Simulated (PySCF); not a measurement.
# Working out the ionisation energy of Kr

Kr [Kr] (1S) → Kr⁺ [Ar] 3d10 4s2 4p5 (2P). Calculation: PySCF 2.14, in jorge-DZP-DKH; scalar relativity by spin-free X2C-1e. Frozen: [Ar] 3d10. Energies in hartree (1 hartree = 27.21139 eV):

```
            part    Kr (lower)   Kr⁺ (upper)
             UHF  -2788.012860  -2787.527286
CCSD correlation     -0.057352     -0.049040
             (T)     -0.000504     -0.000404
```

What does Hartree-Fock give?

(-2787.527286) − (-2788.012860) = 0.485574 hartree = 13.213 eV.

What do CCSD and CCSD(T) give?

The CCSD correlation energies differ by 0.008312 hartree = 0.226 eV and the triples by 0.000100 hartree = 0.003 eV, so CCSD gives 13.439 eV and CCSD(T) 13.442 eV.

Measured between the centres of the two terms (NIST): 14.222 eV, so CCSD(T) (valence) is off by -0.780 eV.

A double-zeta basis recovers only part of the correlation energy.

What remains against the reference includes basis incompleteness, the frozen core and higher excitations.
